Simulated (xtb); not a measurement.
xtb input file for Cl3H3HfO2, SMILES [OH][Hf](<-[OH2])([Cl])([Cl])[Cl], multiplicity 1, GFN2-xTB. 

```
$ xtb mol.xyz --gfn 2 --sp --chrg 0 --uhf 0 --json
$ cat mol.xyz
9

Hf    -0.04813535    -0.01782334    -0.02027949
Cl     1.23157003    -1.80523170    -0.58329826
Cl     0.56385842     0.05071645     2.20763387
Cl     0.03364951     1.09753406    -2.04051346
O     -1.71213722    -0.78304686     0.28509513
H     -1.69954967    -1.38620896     1.03986124
O     -1.11757018     1.97054439     0.52391834
H     -1.72964642     1.98864076     1.27694913
H     -1.56172553     2.34954895    -0.25377103
```

It prints:

```
[banner left out]
          |                Calculation Setup                |
           -------------------------------------------------



molecular fragmentation (1/2 indicates fragments):
111111222
# atoms in fragment 1/2:     6     3
 fragment masses (1/2) :      301.85       18.02
CMA distance (Bohr)    :   4.798
constraining FC (au)   :  0.0500

           -------------------------------------------------
          |                 G F N 2 - x T B                 |
           -------------------------------------------------

        Reference                      10.1021/acs.jctc.8b01176
      * Hamiltonian:
        H0-scaling (s, p, d)           1.850000    2.230000    2.230000
        zeta-weighting                 0.500000
      * Dispersion:
        s8                             2.700000
        a1                             0.520000
        a2                             5.000000
        s9                             5.000000
      * Repulsion:
        kExp                           1.500000    1.000000
        rExp                           1.000000
      * Coulomb:
        alpha                          2.000000
        third order                    shell-resolved
        anisotropic                    true
        a3                             3.000000
        a5                             4.000000
        cn-shift                       1.200000
        cn-exp                         4.000000
        max-rad                        5.000000


          ...................................................
          :                      SETUP                      :
          :.................................................:
          :  # basis functions                  51          :
          :  # atomic orbitals                  47          :
          :  # shells                           19          :
          :  # electrons                        40          :
          :  max. iterations                   250          :
          :  Hamiltonian                  GFN2-xTB          :
          :  restarted?                      false          :
          :  GBSA solvation                  false          :
          :  PC potential                    false          :
          :  electronic temp.          300.0000000     K    :
          :  accuracy                    1.0000000          :
          :  -> integral cutoff          0.2500000E+02      :
          :  -> integral neglect         0.1000000E-07      :
          :  -> SCF convergence          0.1000000E-05 Eh   :
          :  -> wf. convergence          0.1000000E-03 e    :
          :  Broyden damping             0.4000000          :
          :  net charge                          0          :
          :  unpaired electrons                  0          :
          ...................................................

 iter      E             dE          RMSdq      gap      omega  full diag
   1    -14.7374816 -0.147375E+02  0.281E+01    0.09       0.0  T
   2    -21.6780728 -0.694059E+01  0.197E+01    9.50       1.0  T
   3    -23.6252805 -0.194721E+01  0.140E+01    6.81       1.0  T
   4    -24.1887844 -0.563504E+00  0.122E+01    5.00       1.0  T
   5    -24.4167455 -0.227961E+00  0.876E+00    5.22       1.0  T
   6    -24.9297657 -0.513020E+00  0.558E+00    1.95       1.0  T
   7    -24.9092048  0.205609E-01  0.682E+00    2.00       1.0  T
   8    -25.0255012 -0.116296E+00  0.529E+00    2.39       1.0  T
   9    -25.0808542 -0.553530E-01  0.321E+00    2.81       1.0  T
  10    -25.0701566  0.106976E-01  0.145E+00    3.62       1.0  T
  11    -25.0801261 -0.996954E-02  0.114E+00    3.44       1.0  T
  12    -25.0775367  0.258946E-02  0.124E+00    3.48       1.0  T
  13    -25.0886023 -0.110657E-01  0.551E-01    3.31       1.0  T
  14    -25.0906258 -0.202345E-02  0.196E-01    3.24       1.0  T
  15    -25.0907944 -0.168587E-03  0.129E-01    3.24       1.0  T
  16    -25.0908304 -0.360052E-04  0.737E-02    3.22       1.0  T
  17    -25.0908316 -0.126133E-05  0.303E-02    3.23       1.1  T
  18    -25.0908361 -0.450595E-05  0.620E-03    3.22       5.4  T
  19    -25.0908361 -0.497761E-08  0.646E-03    3.22       5.2  T
  20    -25.0908362 -0.916555E-07  0.463E-03    3.22       7.2  T
  21    -25.0908363 -0.100243E-06  0.115E-03    3.22      29.0  T
  22    -25.0908363  0.764825E-08  0.141E-03    3.22      23.6  T
  23    -25.0908363 -0.151282E-07  0.486E-04    3.22      68.5  T
  24    -25.0908363 -0.134606E-08  0.159E-04    3.22     209.6  T

   *** convergence criteria satisfied after 24 iterations ***

         #    Occupation            Energy/Eh            Energy/eV
      -------------------------------------------------------------
         1        2.0000           -1.0943816             -29.7796
       ...           ...                  ...                  ...
        14        2.0000           -0.4497113             -12.2373
        15        2.0000           -0.4467597             -12.1569
        16        2.0000           -0.4383174             -11.9272
        17        2.0000           -0.4365790             -11.8799
        18        2.0000           -0.4355208             -11.8511
        19        2.0000           -0.4342821             -11.8174
        20        2.0000           -0.4309148             -11.7258 (HOMO)
        21                         -0.3126138              -8.5067 (LUMO)
        22                         -0.3080543              -8.3826
        23                         -0.3031402              -8.2489
        24                         -0.2685234              -7.3069
        25                         -0.2610338              -7.1031
       ...                                ...                  ...
        47                          1.0340123              28.1369
      -------------------------------------------------------------
                  HL-Gap            0.1183010 Eh            3.2191 eV
             Fermi-level           -0.3717643 Eh          -10.1162 eV

 SCC (total)                   0 d,  0 h,  0 min,  0.015 sec
 SCC setup                      ...        0 min,  0.000 sec (  0.643%)
 Dispersion                     ...        0 min,  0.000 sec (  0.268%)
 classical contributions        ...        0 min,  0.000 sec (  0.140%)
 integral evaluation            ...        0 min,  0.002 sec ( 15.977%)
 iterations                     ...        0 min,  0.010 sec ( 63.109%)
 molecular gradient             ...        0 min,  0.003 sec ( 19.231%)
 printout                       ...        0 min,  0.000 sec (  0.549%)

         :::::::::::::::::::::::::::::::::::::::::::::::::::::
         ::                     SUMMARY                     ::
         :::::::::::::::::::::::::::::::::::::::::::::::::::::
         :: total energy             -25.021910749303 Eh    ::
         :: gradient norm              0.000452856666 Eh/a0 ::
         :: HOMO-LUMO gap              3.219134909245 eV    ::
         ::.................................................::
         :: SCC energy               -25.090817658388 Eh    ::
         :: -> isotropic ES            0.072073169103 Eh    ::
         :: -> anisotropic ES         -0.004722827537 Eh    ::
         :: -> anisotropic XC         -0.005965730448 Eh    ::
         :: -> dispersion             -0.007230332791 Eh    ::
         :: repulsion energy           0.068906909085 Eh    ::
         :: add. restraining           0.000000000000 Eh    ::
         :: total charge              -0.000000000000 e     ::
         :::::::::::::::::::::::::::::::::::::::::::::::::::::

           -------------------------------------------------
          |                Property Printout                |
           -------------------------------------------------

    * Orbital Energies and Occupations

         #    Occupation            Energy/Eh            Energy/eV
      -------------------------------------------------------------
         1        2.0000           -1.0943816             -29.7796
       ...           ...                  ...                  ...
         8        2.0000           -0.5863326             -15.9549
         9        2.0000           -0.5503598             -14.9761
        10        2.0000           -0.5353376             -14.5673
        11        2.0000           -0.4775502             -12.9948
        12        2.0000           -0.4642033             -12.6316
        13        2.0000           -0.4563769             -12.4186
        14        2.0000           -0.4497113             -12.2373
        15        2.0000           -0.4467597             -12.1569
        16        2.0000           -0.4383174             -11.9272
        17        2.0000           -0.4365790             -11.8799
        18        2.0000           -0.4355208             -11.8511
        19        2.0000           -0.4342821             -11.8174
        20        2.0000           -0.4309148             -11.7258 (HOMO)
        21                         -0.3126138              -8.5067 (LUMO)
        22                         -0.3080543              -8.3826
        23                         -0.3031402              -8.2489
        24                         -0.2685234              -7.3069
        25                         -0.2610338              -7.1031
        26                         -0.0633017              -1.7225
        27                         -0.0001262              -0.0034
        28                          0.0255391               0.6950
        29                          0.0354408               0.9644
        30                          0.0362366               0.9860
        31                          0.0363809               0.9900
       ...                                ...                  ...
        47                          1.0340123              28.1369
      -------------------------------------------------------------
                  HL-Gap            0.1183010 Eh            3.2191 eV
             Fermi-level           -0.3717643 Eh          -10.1162 eV

     #   Z          covCN         q      C6AA      α(0)
     1  72 Hf       3.752     1.118   131.131    24.455
     2  17 Cl       0.732    -0.321   109.197    15.984
     3  17 Cl       0.731    -0.391   111.568    16.156
     4  17 Cl       0.731    -0.393   111.650    16.162
     5   8 O        1.503    -0.615    25.665     6.832
     6   1 H        1.024     0.337     0.606     1.216
     7   8 O        2.247    -0.472    22.232     6.368
     8   1 H        0.805     0.367     0.551     1.166
     9   1 H        0.807     0.370     0.543     1.157

 Mol. C6AA /au·bohr⁶  :       2968.554947
 Mol. C8AA /au·bohr⁸  :     170470.792473
 Mol. α(0) /au        :         89.497121


Wiberg/Mayer (AO) data.
largest (>0.10) Wiberg bond orders for each atom

 ---------------------------------------------------------------------------
     #   Z sym  total        # sym  WBO       # sym  WBO       # sym  WBO
 ---------------------------------------------------------------------------
     1  72 Hf   3.950 --     5 O    0.967     2 Cl   0.942     3 Cl   0.828
                             4 Cl   0.814     7 O    0.336
     2  17 Cl   1.175 --     1 Hf   0.942
     3  17 Cl   1.063 --     1 Hf   0.828
     4  17 Cl   1.060 --     1 Hf   0.814
     5   8 O    2.032 --     1 Hf   0.967     6 H    0.841
     6   1 H    0.887 --     5 O    0.841
     7   8 O    2.167 --     8 H    0.848     9 H    0.843     1 Hf   0.336
     8   1 H    0.866 --     7 O    0.848
     9   1 H    0.863 --     7 O    0.843
 ---------------------------------------------------------------------------

Topologies differ in total number of bonds
Writing topology from bond orders to xtbtopo.mol

molecular dipole:
                 x           y           z       tot (Debye)
Note: The following floating-point exceptions are signalling: IEEE_UNDERFLOW_FLAG IEEE_DENORMAL
normal termination of xtb
 q only:       -1.676       1.499       0.768
   full:       -1.570       1.485       0.679       5.757
molecular quadrupole (traceless):
                xx          xy          yy          xz          yz          zz
 q only:        4.236      -4.937       6.593      -4.869       1.998     -10.829
  q+dip:        6.352      -4.511       6.083      -5.754       2.515     -12.435
   full:        6.638      -3.808       6.092      -5.548       2.330     -12.730


           -------------------------------------------------
          | TOTAL ENERGY              -25.021910749303 Eh   |
          | GRADIENT NORM               0.000452856666 Eh/α |
          | HOMO-LUMO GAP               3.219134909245 eV   |
           -------------------------------------------------

------------------------------------------------------------------------
------------------------------------------------------------------------
 total:
 SCF:
```

Self-consistency was reached.
